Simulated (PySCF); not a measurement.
Gas-phase reaction: SnHCl3 + 2 O2 + H2O = SnO2 + 3 HOCl

Method: PySCF energies (xtb for GFN2) plus ideal-gas RRHO corrections (1 bar). † marks an energy on the PBE0/def2-TZVP geometry and frequencies; other levels use their own. MP2 and CCSD(T) freeze the core. Open shells (unrestricted): O2 (multiplicity 3); the rest are closed-shell singlets. GFN2 has no spin-polarisation term. Sn: scalar-relativistic def2 core potential, no spin-orbit coupling. SnHCl3, SnO2: computed as isolated molecules; such fragments, hydroxides, amides, oligomers or adducts are transient or little studied in the gas. MP2 isn't extrapolated to the basis-set limit; its ΔH°(298 K) is 528.5 kJ in def2-SVP and 364.5 kJ in def2-TZVPP. CCSD(T) isn't extrapolated to the basis-set limit; its ΔH°(298 K) is 541.3 kJ in def2-SVP and 400.4 kJ in def2-TZVPP. The harmonic model lacks anharmonicity and excited electronic states, which grow with temperature; levels with a mode under 35 cm⁻¹ are left out. Soft modes under 120 cm⁻¹ make the harmonic entropy rough for SnHCl3. Warning, large T1 diagnostic: SnO2 (CCSD(T)/def2-TZVPP†).

```
level                ΔE electronic, kJ  ΔH°(298 K), kJ  ΔS°(298 K), J/K  ΔG°(1200 K), kJ
-------------------  -----------------  --------------  ---------------  ---------------
BLYP/def2-TZVP†                    338             348               20              333
CCSD(T)/def2-TZVPP†                391             400               20              385
GFN2-xTB                          -278            -268               19             -281
HF/def2-TZVP†                      718             728               20              712
M06-2X/def2-TZVP†                  440             450               20              434
MP2/def2-SVP†                      519             528               20              513
r2SCAN/def2-TZVP†                  452             461               20              446
LDA/def2-TZVP†                     330             339               20              324
ωB97X-V/def2-TZVP†                 468             478               20              463
```
ΔH° is lowest at GFN2-xTB and highest at HF/def2-TZVP†. No reference value is set beside these.
